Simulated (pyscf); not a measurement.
Single points on ωB97X-D3(BJ)/def2-SVP structures (PySCF, gas phase). MP2 and CC: frozen core, UHF for open shells. ΔMP2 is the change of the MP2 total energy from the triple- to the quadruple-zeta basis.

Q: For the elementary gas-phase step H₃Si–O–As: [singlet] → cyclic H₃AsOSi (SMILES O1[SiH2][AsH]1) (singlet surface; H–Si broken, As–Si, As–H formed), what barrier and reaction energy does CCSD(T)/def2-TZVPP + ΔMP2(QZVPP) give, measured from the reactant's lowest minimum found?

A: ΔE‡ = 42.8 kJ/mol, ΔE = -105.1 kJ/mol. Zero-point energy shifts the barrier by -3.2 kJ/mol. It is a rearrangement, with an imaginary mode of 430i cm⁻¹. H₃Si–O–As: [singlet] is an excited spin state; a restricted singlet puts such a state too high. H₃Si–O–As: [singlet] lies 151.7 kJ/mol over its isomer HO–SiH=AsH (electronic energy, ωB97M-D3(BJ)). cyclic H₃AsOSi (SMILES O1[SiH2][AsH]1) lies 49.2 kJ/mol over its isomer HO–SiH=AsH (electronic energy, ωB97M-D3(BJ)). One saddle was located; it need not be the lowest between these sides. 2 of the closed-shell references are unstable towards spin polarisation; treat their single-reference values with care. The CCSD(T) − MP2 part came from Ansatz, without density fitting, on the same reference. The largest closed-shell T1 diagnostic is 0.085, which may signal static correlation. The frozen core leaves the outer d or s,p core shells of the metals and heavy elements correlated in the MP2 and CC values, and def2-TZVPP describes them poorly, which can shift differences by a few kcal/mol. Elements up to Kr have no core potential and no relativistic terms here.
